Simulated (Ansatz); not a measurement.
C₂H₄BrFSi, SMILES `C=C[SiH](F)Br`. Charge 0, multiplicity 1.

Z-matrix (Å, degrees):
```
Si
C 1 1.837
Br 1 2.210 2 110.5
F 1 1.593 2 110.8 3 -118.1
H 1 1.477 2 111.3 3 121.2
C 2 1.331 1 120.4 3 -121.4
H 2 1.088 1 120.2 3 57.5
H 6 1.086 2 122.2 1 179.2
H 6 1.087 2 121.8 1 -0.7
```

(1) List the harmonic frequencies (cm⁻¹, unscaled) at PBE0-D4/def2-TZVP in Ansatz. (Best estimate.)

(2) Is this a minimum?

(3) Give the ideal-gas thermochemistry at 298.15 K and 1 bar (rigid rotor, harmonic oscillator; point group C1, symmetry number 1).

(4) Rotational constants (cm⁻¹)?

## Answers

(1) Computed: 70, 157, 200, 215, 324, 451, 549, 731, 799, 820, 910, 1016, 1020, 1041, 1289, 1444, 1669, 2269, 3134, 3162, 3219.

(2) Yes, all 21 modes are real.

(3) Zero-point energy 146.5 kJ/mol; H(298) − E = 166.3 kJ/mol; entropy 351.5 J/(mol·K), of which translation 171.8, rotation 118.5, vibration 61.2; G(298) − E = 61.5 kJ/mol. Modes under 100 cm⁻¹ are hindered rotations or soft bends, so the harmonic entropy is rough.

(4) 0.1323, 0.04726, 0.03717.
